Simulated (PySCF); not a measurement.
Isomers of C6H10O2Si, mass 142.045 u with the commonest isotopes. Method used: PBE0/pcSseg-1 in PySCF (dipole) on a GFN2-xTB geometry, gas phase. One conformer each, none proved a minimum here; rigid rotors.

Question: Order these by out-of-plane moment Σ m c² = (Ia + Ib − Ic)/2, smallest first.
A. `[CH:1]#[C:2][C@@:3]([CH3:4])([SiH2:5][CH3:6])[C:7](=[O:8])[OH:9]` with C2–C3–Si5–C6 -179°, C2–C3–C7–O8 150°, C3–C7–O9–H -178°
B. `[CH2:1]=[CH:2]/[CH:3]=[C:4](\[CH3:5])[SiH2:6][O:7][CH:8]=[O:9]` with C1–C2–C3–C4 180°, C3–C4–Si6–O7 3°, C4–Si6–O7–C8 179°, Si6–O7–C8–O9 1°
C. `[CH3:1][SiH:2]([CH3:3])/[CH:4]=[CH:5]/[C:6](=[O:7])[CH:8]=[O:9]` with C1–Si2–C4–C5 -121°, C4–C5–C6–O7 0°, C5–C6–C8–O9 0°

Answer: B (4.55 u·Å²), C (80.87 u·Å²), A (108.03 u·Å²).

Question: Order these by radius of gyration √(Σ m r²/M), smallest first.
A. `[CH3:1][SiH:2]([CH3:3])/[CH:4]=[CH:5]/[C:6](=[O:7])[CH:8]=[O:9]` with C1–Si2–C4–C5 -121°, C4–C5–C6–O7 0°, C5–C6–C8–O9 0°
B. `[CH:1]#[C:2][C@@:3]([CH3:4])([SiH2:5][CH3:6])[C:7](=[O:8])[OH:9]` with C2–C3–Si5–C6 -179°, C2–C3–C7–O8 150°, C3–C7–O9–H -178°
C. `[CH2:1]=[CH:2]/[CH:3]=[C:4](\[CH3:5])[SiH2:6][O:7][CH:8]=[O:9]` with C1–C2–C3–C4 180°, C3–C4–Si6–O7 3°, C4–Si6–O7–C8 179°, Si6–O7–C8–O9 1°

Answer: B (2.076 Å), C (2.591 Å), A (2.730 Å).

Question: Order these by dipole moment, smallest first.
A. `[CH2:1]=[CH:2]/[CH:3]=[C:4](\[CH3:5])[SiH2:6][O:7][CH:8]=[O:9]` with C1–C2–C3–C4 180°, C3–C4–Si6–O7 3°, C4–Si6–O7–C8 179°, Si6–O7–C8–O9 1°
B. `[CH3:1][SiH:2]([CH3:3])/[CH:4]=[CH:5]/[C:6](=[O:7])[CH:8]=[O:9]` with C1–Si2–C4–C5 -121°, C4–C5–C6–O7 0°, C5–C6–C8–O9 0°
C. `[CH:1]#[C:2][C@@:3]([CH3:4])([SiH2:5][CH3:6])[C:7](=[O:8])[OH:9]` with C2–C3–Si5–C6 -179°, C2–C3–C7–O8 150°, C3–C7–O9–H -178°

Answer: C (1.09 D), B (2.29 D), A (2.94 D).

```
                    SMILES  point group  Ia (u·Å²)  Ib (u·Å²)  Ic (u·Å²)      κ  μa (D)  μb (D)  μc (D)
    C[SiH](C)/C=C/C(=O)C=O           Cs     191.10     948.27     977.64  -0.98    2.29    0.04    0.01
     C=C/C=C(\C)[SiH2]OC=O      near Cs     192.94     765.23     949.07  -0.88    2.93    0.23    0.03
C#C[C@@](C)([SiH2]C)C(=O)O           C1     312.68     407.57     504.19  -0.23    0.36    0.72    0.73
```
